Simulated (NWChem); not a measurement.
# BNH$_{5}$ cation; SMILES B[NH3+]

```xyz
7

B     -0.0012    -0.9277    -0.0148
N     -0.0019     0.6232    -0.0122
H     -1.0826    -1.4527     0.0052
H      1.0841    -1.4451     0.0041
H      0.0549     0.9381     0.9825
H     -0.8662     1.0517    -0.3964
H      0.8238     1.0438    -0.4819
```
Atoms are numbered in this order, from 1.

All runs: NWChem. Pople sets run with spherical d functions. All runs use the structure optimised with PBE-D3(BJ)/def2-SVP. Core excitations by TDA in a window of 1s orbitals, non-relativistic and unshifted: absolute energies depend strongly on the exact-exchange share.

| level | first 1s excitation (eV) | dipole oscillator strength of the first | first state with f > 0.002 (eV) | dipole oscillator strength of that state |
|---|---|---|---|---|
| N K edge, PBE0/6-311G** | 390.7 | 0.0008 | 393.1 | 0.0049 |
| N K edge, PBE/def2-TZVP | 380.8 | 0.0006 | 383.9 | 0.0024 |
| B K edge, PBE0/def2-TZVP | [?] | [?] | [?] | [?] |
| B K edge, BHandHLYP/def2-TZVP | 186.1 | 0.0970 | 186.1 | 0.0970 |

**Question.** Some entries are withheld; supply them.

**Answer.** 
- B K edge, PBE0/def2-TZVP, first 1s excitation (eV): 181.0
- B K edge, PBE0/def2-TZVP, dipole oscillator strength of the first: 0.0795
- B K edge, PBE0/def2-TZVP, first state with f > 0.002 (eV): 181.0
- B K edge, PBE0/def2-TZVP, dipole oscillator strength of that state: 0.0795
